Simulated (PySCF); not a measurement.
CH4Cl2Ge, SMILES [CH3][GeH]([Cl])[Cl]. Geometry: PBE-D3(BJ)/def2-SVP.

Computed equilibrium geometry at PBE-D3(BJ)/def2-SVP (PySCF confirms it by a frequency run) as a Z-matrix, and its point group:
point group Cs.
```
Ge
H 1 1.5473
C 1 1.9469 2 116.72
H 3 1.1062 1 109.03 2 -180.00
H 3 1.1072 4 109.45 1 119.83
H 3 1.1072 4 109.45 5 120.35
Cl 1 2.1771 2 107.40 3 122.09
Cl 1 2.1771 2 107.40 3 -122.09
```
